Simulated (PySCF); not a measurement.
Geometries of 3 isomers of C4H7N3Si, from PBE0-D3(BJ)/def2-SVP geometry optimisation, gas phase in PySCF 2.14.0. One conformer each, no zero-point energy, no frequencies.

Question: Which isomer lies lowest at this level?
A.
```xyz
15
angstrom
C     -2.631    0.163   -1.157
C     -1.495    0.790   -1.451
N     -0.232    0.375   -1.001
N     -0.041   -0.687   -0.240
C      1.268   -0.714   -0.056
C      1.855    0.378   -0.742
Si     3.637    0.944   -0.874
N      0.858    1.044   -1.330
H     -2.636   -0.729   -0.528
H     -3.574    0.546   -1.548
H     -1.422    1.686   -2.070
H      1.736   -1.494    0.542
H      4.525   -0.256   -0.847
H      3.827    1.694   -2.147
H      3.996    1.822    0.280
```
B.
```xyz
15
angstrom
C      2.698   -0.118   -0.614
C      1.475   -0.444   -0.185
C      0.306    0.423   -0.261
N      0.331    1.651   -0.781
N     -0.905    2.067   -0.651
N     -1.757    1.241   -0.096
C     -1.023    0.156    0.177
Si    -1.766   -1.349    1.008
H      2.893    0.859   -1.063
H      3.532   -0.819   -0.526
H      1.300   -1.428    0.263
H     -1.189    2.987   -0.968
H     -1.160   -1.543    2.361
H     -3.236   -1.153    1.136
H     -1.481   -2.572    0.198
```
C.
```xyz
15
angstrom
C     -2.630    0.154    0.517
C     -1.291   -0.357    0.100
C     -0.131    0.416    0.152
C      1.040   -0.206   -0.259
Si     2.764    0.583   -0.293
N      1.018   -1.485   -0.678
N     -0.100   -2.158   -0.708
N     -1.234   -1.621   -0.333
H     -2.665    0.289    1.610
H     -3.403   -0.570    0.230
H     -2.846    1.129    0.057
H     -0.147    1.454    0.496
H      3.650   -0.142    0.661
H      2.635    2.012    0.123
H      3.316    0.501   -1.673
```

Answer: B. That is `C=Cc1n[nH]nc1[SiH3]`, 3.7 kcal/mol below the next.

```tsv
SMILES	atoms numbered as above	E (Eh)	relative (kcal/mol)	relative (kJ/mol)	dipole (D)
C=Cc1n[nH]nc1[SiH3]	[CH2:1]=[CH:2][c:3]1[n:4][nH:5][n:6][c:7]1[SiH3:8]	-609.52695	0.0	0.0	0.68
C=Cn1ncc([SiH3])n1	[CH2:1]=[CH:2][n:3]1[n:4][cH:5][c:6]([SiH3:7])[n:8]1	-609.52104	3.7	15.5	0.42
Cc1cc([SiH3])nnn1	[CH3:1][c:2]1[cH:3][c:4]([SiH3:5])[n:6][n:7][n:8]1	-609.49974	17.1	71.4	4.90
```

As drawn, the lowest has an N–H bond and a C=C bond outside aromatic rings, which the highest lacks.
